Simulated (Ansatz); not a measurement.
CH5Al2N, relaxed with RKS PBE-D4/def2-SVP in Ansatz 0.2.0 from a rough embedded geometry. The force threshold is 0.03 eV/Å; the program also tests the step.

Charge 0, multiplicity 1. The bonds changed during the relaxation, so this is another structure than the one it started from.

Start:

```xyz
9

Al    0.545   -0.276   -1.525
C     0.057    0.656    0.086
N     0.727    0.035    1.248
Al   -1.173   -0.197    1.223
H     1.621   -1.526   -1.477
H    -0.255   -0.076   -2.926
H     0.059    1.798    0.119
H     0.862    0.846    1.993
H    -2.441   -1.260    1.260
```

| step | energy (eV) | largest force (eV/Å) | largest move (Å) |
| --- | --- | --- | --- |
| 1 | -15782.5523 | 2.776 | 0.000 |
| 2 | -15783.1202 | 1.362 | 0.194 |
| 3 | -15783.4003 | 1.455 | 0.194 |
| 4 | -15783.5179 | 0.745 | 0.200 |
| 5 | -15783.6096 | 0.647 | 0.196 |
| 6 | -15783.7139 | 0.618 | 0.200 |
| 7 | -15783.8008 | 1.159 | 0.195 |
| 8 | -15783.9256 | 0.748 | 0.194 |
| 9 | -15784.0105 | 0.677 | 0.195 |
| 10 | -15784.0401 | 0.644 | 0.103 |
| 11 | -15784.1178 | 0.993 | 0.182 |
| 12 | -15784.2365 | 0.854 | 0.195 |
| 13 | -15784.3543 | 0.570 | 0.196 |
| 14 | -15784.4288 | 0.410 | 0.195 |
| 15 | -15784.4743 | 0.242 | 0.200 |
| 16 | -15784.4892 | 0.349 | 0.077 |
| 17 | -15784.4971 | 0.656 | 0.073 |
| 18 | -15784.5036 | 0.446 | 0.100 |
| 19 | -15784.5139 | 0.095 | 0.091 |
| 20 | -15784.5156 | 0.081 | 0.057 |
| 21 | -15784.5174 | 0.022 | 0.042 |
| 22 | -15784.5176 | 0.075 | 0.039 |
| 23 | -15784.5178 | 0.039 | 0.009 |
| 24 | -15784.5179 | 0.013 | 0.010 |

End:

```xyz
9

Al    0.309   -0.517   -1.468
C     0.604    0.850    0.085
N    -0.113    0.551    1.142
Al   -1.138   -1.085    0.625
H     1.637   -1.403   -1.697
H    -0.429    0.175   -2.724
H     1.249    1.759    0.172
H    -0.041    1.157    1.978
H    -2.078   -1.488    1.887
```

Run time 39 s (2 threads of an Arm Neoverse V1 on a shared host); peak host memory 0.13 GiB.
